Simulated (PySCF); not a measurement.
Isomers of C4H8Si. All species are isolated molecules in the gas phase. One relaxed conformer stands for each flexible species; it need not be the lowest. Strings in code marks are SMILES.

The HOMO–LUMO gap from two functionals at the same geometries (B3LYP-D3(BJ)/def2-TZVP), both in PySCF: PBE-D3(BJ)/def2-TZVP and B3LYP-D3(BJ)/def2-TZVP. B3LYP has the VWN-RPA correlation part, as in Gaussian. 

| species | B3LYP-D3(BJ)/def2-TZVP (eV) |
|---|---|
| `[SiH](CC=C)=C` (C–C–C–Si torsion -104°, C–C–Si–C torsion -114°) | 4.96 |
| `C1(CCC=1)[SiH3]` | 6.67 |
| `CC1=C[Si@@H]1C` | 6.81 |
| `C1([C@@H](C1)C)=[SiH2]` | 4.68 |
| `C(C)C=C=[SiH2]` | 4.78 |
| `[SiH]1(CC)C=C1` (C–C–Si–C torsion 25°) | 6.66 |

### Question
What does PBE-D3(BJ)/def2-TZVP give for each?

### Answer

- `[SiH](CC=C)=C` (C–C–C–Si torsion -104°, C–C–Si–C torsion -114°): 3.54
- `C1(CCC=1)[SiH3]`: 5.03
- `CC1=C[Si@@H]1C`: 5.01
- `C1([C@@H](C1)C)=[SiH2]`: 3.32
- `C(C)C=C=[SiH2]`: 3.42
- `[SiH]1(CC)C=C1` (C–C–Si–C torsion 25°): 4.84
Over these rows, drawn at random from the members with no instability flagged (it was tested for open shells, ions and some series alone), PBE minus B3LYP-D3(BJ): mean -1.57 eV, from -1.83 eV to -1.36 eV.
